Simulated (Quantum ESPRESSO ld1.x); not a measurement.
Task: These are the eigenvalues of the occupied orbitals of an atom or ion with whole-number occupations (eV). Method: scalar-relativistic Kohn-Sham, LDA (Slater exchange, Perdew-Wang correlation), spin-polarised, spherical densities, point nucleus; computed with ld1.x of Quantum ESPRESSO 7.5.

| orbital | eigenvalue |
|---|---|
| 1s up | -17012.6 |
| 1s down | -16985.4 |
| 2s up | -3730.98 |
| 2s down | -3689.93 |
| 2p up | -3560.38 |

Which element is it, and in what charge state? The configuration may be excited. Open shells, if any, are filled with parallel spins first.

Result: Z = 37, rubidium, charge +30: Rb30+ in [He] 2s2 2p3. The list shows which subshells hold electrons but not how many an open one holds; the 1s level, -625.2 hartree, gives Z - s = 35.4 by -(Z - s)^2/2, which with screening and relativity narrows Z to a few neighbours, and the depths of the outer levels then fix element, charge and occupations together.
